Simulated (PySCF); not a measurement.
## Exercise with solution: oscillator strength and radiative lifetime

C₅H₃Br, SMILES C#CC(Br)=C=C.

The structure is a stationary point at PBE0-D3(BJ)/def2-SVP. The structure was generated by enumeration, and PubChem lists no compound with its InChIKey, so it may never have been made.

TDDFT-PBE0/def2-SVPD in PySCF puts the first singlet state with f over 0.02 at 5.54 eV (vertical), with the transition dipole (1.125, -0.580, 0.000) in atomic units.

Q: Find the oscillator strength, the wavelength and the radiative lifetime that this transition would have in vacuum if emission retraced absorption.

A: 
|μ|² = 1.6020 au, so |μ| = 3.22 D. ΔE = 5.54/27.211 = 0.2036 hartree. f = (2/3) ΔE |μ|² = 0.217 (the program prints 0.217).
λ = 1239.84/5.54 = 224 nm; ν = 44683 cm⁻¹.
Einstein's coefficient A = 0.6670 ν² f s⁻¹ (ν in cm⁻¹) = 2.9e8 s⁻¹, so τ = 1/A = 3.5 ns. This state is S5; the lower singlets have f = 0.000, 0.015, 0.000, 0.000. The figure is the radiative limit of this one transition; relaxation, internal conversion, crossing to triplets and a medium change what is measured.
